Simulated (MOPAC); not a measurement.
A run for MOPAC: AM1 on CH7ISi (a complex).

```
AM1 1SCF PRECISE CHARGE=0 THREADS=1
CH7ISi

Si     0.14233455 1     0.04488763 1    -0.03849590 1
H      1.28925140 1    -0.85688103 1     0.19584535 1
H      0.23097372 1     1.21991516 1     0.85687301 1
H     -1.12633037 1    -0.67199949 1     0.21983356 1
H      0.15633337 1     0.50878878 1    -1.44607821 1
C     -1.92127765 1     0.35523479 1     3.33690883 1
I     -0.27238339 1    -0.95017105 1     3.80882752 1
H     -2.50357481 1    -0.12974691 1     2.56225104 1
H     -2.49789993 1     0.49074389 1     4.24442621 1
H     -1.50046254 1     1.29077138 1     2.98747393 1
```

Output:

```
*******************************************************************************
 **                                                                           **
 **                              MOPAC v23.2.5                                **
 **                                                                           **
 *******************************************************************************
 ** MOPAC's Digital Object Identifier: https://doi.org/10.5281/zenodo.6511958 **
 **                                                                           **
 ** Please cite the open-source release paper for use of this MOPAC version:  **
 ** J. E. Moussa and J. J. P. Stewart (2026)                                  **
 ** MOPAC: An open-source semiempirical molecular orbital program             **
 ** J. Open Source Softw., 11(119), 8025, https://doi.org/10.21105/joss.08025 **
 *******************************************************************************

                              AM1 CALCULATION RESULTS

 *******************************************************************************
 *  AM1        - The AM1 Hamiltonian to be used
 *
 *
 *
 *                 CHARGE ON SYSTEM = 0
 *
 *
 *
 *  PRECISE    - TIGHTER CRITERIA TO BE USED
 *  1SCF       - DO 1 SCF AND THEN STOP
 *  THREADS=1  - MULTI-THREADING NOT USED
 *  T=         - A TIME OF 172800.0 SECONDS REQUESTED
 *  DUMP=N     - RESTART FILE WRITTEN EVERY 7200.0 SECONDS REQUESTED
 *******************************************************************************
AM1 1SCF PRECISE CHARGE=0 THREADS=1
 CH7ISi

   ATOM   CHEMICAL          X               Y               Z
  NUMBER   SYMBOL      (ANGSTROMS)     (ANGSTROMS)     (ANGSTROMS)

     1      Si          0.14233455  *   0.04488763  *  -0.03849590  *
     2       H          1.28925140  *  -0.85688103  *   0.19584535  *
     3       H          0.23097372  *   1.21991516  *   0.85687301  *
     4       H         -1.12633037  *  -0.67199949  *   0.21983356  *
     5       H          0.15633337  *   0.50878878  *  -1.44607821  *
     6       C         -1.92127765  *   0.35523479  *   3.33690883  *
     7       I         -0.27238339  *  -0.95017105  *   3.80882752  *
     8       H         -2.50357481  *  -0.12974691  *   2.56225104  *
     9       H         -2.49789993  *   0.49074389  *   4.24442621  *
    10       H         -1.50046254  *   1.29077138  *   2.98747393  *



          CARTESIAN COORDINATES

    NO.       ATOM           X           Y           Z

     1        Si          0.1423      0.0449     -0.0385
     2         H          1.2893     -0.8569      0.1958
     3         H          0.2310      1.2199      0.8569
     4         H         -1.1263     -0.6720      0.2198
     5         H          0.1563      0.5088     -1.4461
     6         C         -1.9213      0.3552      3.3369
     7         I         -0.2724     -0.9502      3.8088
     8         H         -2.5036     -0.1297      2.5623
     9         H         -2.4979      0.4907      4.2444
    10         H         -1.5005      1.2908      2.9875

  H: (AM1): M.J.S. DEWAR ET AL, J. AM. CHEM. SOC. 107 3902-3909 (1985)
  C: (AM1): M.J.S. DEWAR ET AL, J. AM. CHEM. SOC. 107 3902-3909 (1985)
 Si: (AM1): M.J.S.DEWAR, C. JIE, ORGANOMETALLICS, 6, 1486-1490 (1987).
  I: (AM1): M.J.S. DEWAR AND E. G. ZOEBISCH, THEOCHEM, 180, 1 (1988).

           Empirical Formula: C H7 Si I  =    10 atoms



      MOLECULAR POINT GROUP   :   Cs


      RHF CALCULATION, NO. OF DOUBLY OCCUPIED LEVELS = 11


 -------------------------------------------------------------------------------
 AM1 1SCF PRECISE CHARGE=0 THREADS=1
 CH7ISi



     1SCF WAS SPECIFIED, SO BFGS WAS NOT USED
     SCF FIELD WAS ACHIEVED


                              AM1 CALCULATION
                                                       MOPAC v23.2.5 Linux




          FINAL HEAT OF FORMATION =         12.79822 KCAL/MOL =      53.54774 KJ/MOL


          COSMO AREA              =        149.25 SQUARE ANGSTROMS
          COSMO VOLUME            =        144.82 CUBIC ANGSTROMS

          IONIZATION POTENTIAL    =         10.472427 EV
          HOMO LUMO ENERGIES (EV) =        -10.472  0.206
          NO. OF FILLED LEVELS    =         11
          MOLECULAR WEIGHT        =        174.0563         POINT GROUP:  Cs

          MOLECULAR DIMENSIONS (Angstroms)

            Atom       Atom       Distance
            H     9    H     5     6.27910
            I     7    H     8     2.67760
            H     4    H     3     2.26015


          SCF CALCULATIONS        =          1





   ATOM   CHEMICAL          X               Y               Z
  NUMBER   SYMBOL      (ANGSTROMS)     (ANGSTROMS)     (ANGSTROMS)

     1      Si          0.14233455  *   0.04488763  *  -0.03849590  *
     2       H          1.28925140  *  -0.85688103  *   0.19584535  *
     3       H          0.23097372  *   1.21991516  *   0.85687301  *
     4       H         -1.12633037  *  -0.67199949  *   0.21983356  *
     5       H          0.15633337  *   0.50878878  *  -1.44607821  *
     6       C         -1.92127765  *   0.35523479  *   3.33690883  *
     7       I         -0.27238339  *  -0.95017105  *   3.80882752  *
     8       H         -2.50357481  *  -0.12974691  *   2.56225104  *
     9       H         -2.49789993  *   0.49074389  *   4.24442621  *
    10       H         -1.50046254  *   1.29077138  *   2.98747393  *

                             CARTESIAN COORDINATES

   1   Si        0.142334550     0.044887630    -0.038495900
   2    H        1.289251400    -0.856881030     0.195845350
   3    H        0.230973720     1.219915160     0.856873010
   4    H       -1.126330370    -0.671999490     0.219833560
   5    H        0.156333370     0.508788780    -1.446078210
   6    C       -1.921277650     0.355234790     3.336908830
   7    I       -0.272383390    -0.950171050     3.808827520
   8    H       -2.503574810    -0.129746910     2.562251040
   9    H       -2.497899930     0.490743890     4.244426210
  10    H       -1.500462540     1.290771380     2.987473930


           Empirical Formula: C H7 Si I  =    10 atoms



      MOLECULAR POINT GROUP   :   Cs


                  EIGENVALUES
 -32.83506 -26.06463 -16.06989 -14.71805 -14.70334 -12.48074 -12.30410 -12.29322
 -12.27268 -10.50233 -10.47243   0.20624   1.56973   1.57374   1.64343   2.10965
   3.93323   3.93557   4.40145


              NET ATOMIC CHARGES AND DIPOLE CONTRIBUTIONS

  ATOM NO.   TYPE          CHARGE      No. of ELECS.   s-Pop       p-Pop
    1         Si           0.599911        3.4001     0.87195     2.52814
    2          H          -0.141191        1.1412     1.14119
    3          H          -0.153571        1.1536     1.15357
    4          H          -0.153805        1.1538     1.15381
    5          H          -0.152690        1.1527     1.15269
    6          C          -0.330508        4.3305     1.25847     3.07204
    7          I           0.010069        6.9899     1.97395     5.01598
    8          H           0.107586        0.8924     0.89241
    9          H           0.106693        0.8933     0.89331
   10          H           0.107506        0.8925     0.89249
 DIPOLE           X         Y         Z       TOTAL
 POINT-CHG.    -0.229     0.175    -0.049     0.292
 HYBRID        -0.922     0.726    -0.251     1.200
 SUM           -1.151     0.901    -0.300     1.492


          ATOMIC ORBITAL ELECTRON POPULATIONS

     Atom    s        px        py        pz
    1 Si   0.87195   0.84609   0.84205   0.84000
    2  H   1.14119
    3  H   1.15357
    4  H   1.15381
    5  H   1.15269
    6  C   1.25847   0.99822   1.02083   1.05299
    7  I   1.97395   1.42539   1.63996   1.95063
    8  H   0.89241
    9  H   0.89331
   10  H   0.89249

 **********************
 *                    *
 * JOB ENDED NORMALLY *
 *                    *
 **********************




 == MOPAC DONE ==
```

The run finished.

Cost: roughly 0.020 core-seconds.
